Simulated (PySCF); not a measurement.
Isomers of C6H11NO, from PySCF, PBE0-D3(BJ)/def2-SVP geometry optimisation, gas phase. One conformer each, no zero-point energy, no frequencies.

Problem. Which isomer lies lowest at this level?
A. `[CH2:1]=[C:2]([CH3:3])[O:4][CH2:5]/[N:6]=[CH:7]\[CH3:8]` with C1–C2–O4–C5 -1°, C2–O4–C5–N6 -178°, O4–C5–N6–C7 -5°: A = 3847, B = 1241, C = 955.9 MHz, dipole 1.48 D
B. `[CH3:1][NH:2][C@@H:3]1[CH:4]=[CH:5][O:6][CH2:7][CH2:8]1` with C1–N2–C3–C4 -53°, N2–C3–C4–C5 -103°, C4–C5–O6–C7 9°, C5–O6–C7–C8 -43°, O6–C7–C8–C3 63°: A = 3729, B = 1612, C = 1348 MHz, dipole 1.68 D
C. `[CH3:1][N:2]([CH3:3])[C:4](=[O:5])[CH:6]1[CH2:7][CH2:8]1` with N2–C4–C6–C7 -155°: A = 4007, B = 1412, C = 1152 MHz, dipole 3.52 D
D. `[CH2:1]=[CH:2][C@@H:3]([CH2:4][CH3:5])[C:6]([NH2:7])=[O:8]` with C1–C2–C3–C4 121°, C2–C3–C4–C5 -164°, C2–C3–C6–N7 53°, C3–C6–N7–H -176° and -12°: A = 2326, B = 1795, C = 1125 MHz, dipole 3.32 D

Solution. D. That is `CC[C@H](C=C)C(N)=O`, 9.3 kcal/mol below the next.

```csv
SMILES,mapped SMILES,E (Eh),relative (kcal/mol),relative (kJ/mol),dipole (D)
C=C[C@@H](CC)C(N)=O,[CH2:1]=[CH:2][C@@H:3]([CH2:4][CH3:5])[C:6]([NH2:7])=[O:8],-364.56084,0.0,0.0,3.32
CN(C)C(=O)C1CC1,[CH3:1][N:2]([CH3:3])[C:4](=[O:5])[CH:6]1[CH2:7][CH2:8]1,-364.54600,9.3,39.0,3.52
CN[C@@H]1C=COCC1,[CH3:1][NH:2][C@@H:3]1[CH:4]=[CH:5][O:6][CH2:7][CH2:8]1,-364.52572,22.0,92.2,1.68
C=C(C)OC/N=C\C,[CH2:1]=[C:2]([CH3:3])[O:4][CH2:5]/[N:6]=[CH:7]\[CH3:8],-364.50280,36.4,152.4,1.48
```

As drawn, the lowest has a C=O bond, an N–H bond and a C(=O)–N unit, which the highest lacks; the highest has a C=N bond, which the lowest lacks.
